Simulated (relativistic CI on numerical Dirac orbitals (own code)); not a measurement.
Method of calculation: Dirac-Coulomb-Breit CI, separate exchange-only KLI orbitals for each configuration, a model potential for QED, unscaled Slater integrals (own radial code, finite nucleus).

Configurations in the expansion (outside the closed core 1s2): 2s2.2p4, 2s.2p5, 2p6, 2p5.3s, 2p5.3p, 2s2.2p3.3s, 2p5.3d, 2s2.2p3.3p, 2s2.2p3.3d, 2s.2p4.3s, 2s.2p4.3p, 2s.2p4.3d, 2s2.2p3.4s, 2s2.2p3.4p, 2s2.2p3.4d, 2s2.2p3.4f, 2s2.2p2.3s2, 2s.2p4.4s, 2s.2p4.4p, 2s2.2p2.3s.3p, 2s.2p4.4d, 2s.2p4.4f, 2s2.2p3.5s, 2s2.2p2.3s.3d, 2s2.2p3.5p, 2s2.2p2.3p2, 2s2.2p3.5d, 2s2.2p3.5f, 2s2.2p3.5g, 2s2.2p2.3p.3d, 2s.2p3.3s2, 2s2.2p2.3d2, 2s.2p3.3s.3p, 2s.2p3.3s.3d, 2s.2p3.3p2, 2s.2p4.5s. Levels of other configurations are missing.

At this charge energies of transitions that change n are usually good to better than 1 %, and those within a shell (Δn = 0) to a few per cent.

Outline of the computed level scheme of Yb LXIII. Lowest level of each configuration: 2s2.2p4 3P_2 at 0.00 eV; 2s.2p5 3P°_2 at 1459.38 eV; 2p6 1S_0 at 3034.85 eV; 2s2.2p3.3s 3P°_2 at 7709.64 eV; 2s2.2p3.3p 3P_1 at 7821.97 eV; 2s2.2p3.3d 3D°_2 at 8244.46 eV; 2s.2p4.3s 5P_3 at 9094.96 eV.

Some strong electric-dipole decays among the lowest 45 levels: 2s2.2p3.3d 3D°_3 → 2s2.2p4 3P_2 (1.8e+15 s⁻¹); 2s2.2p3.3d 3D°_1 → 2s2.2p4 1S_0 (1.1e+15 s⁻¹); 2s2.2p3.3d 3D°_2 → 2s2.2p4 3P_2 (8.2e+14 s⁻¹); 2s2.2p3.3d 3D°_1 → 2s2.2p4 3P_2 (2.2e+14 s⁻¹); 2s2.2p3.3s 1D°_2 → 2s2.2p4 1D_2 (1.6e+14 s⁻¹); 2s.2p4.3s 3P_2 → 2s.2p5 3P°_2 (1.6e+14 s⁻¹); 2s2.2p3.3s 3S°_1 → 2s2.2p4 3P_1 (1.5e+14 s⁻¹); 2s2.2p3.3s 1P°_1 → 2s2.2p4 3P_2 (1.5e+14 s⁻¹).

LS names give the leading component of a level, which can be under half, so a name can repeat, a term be missing and a line seem to break the LS rules.
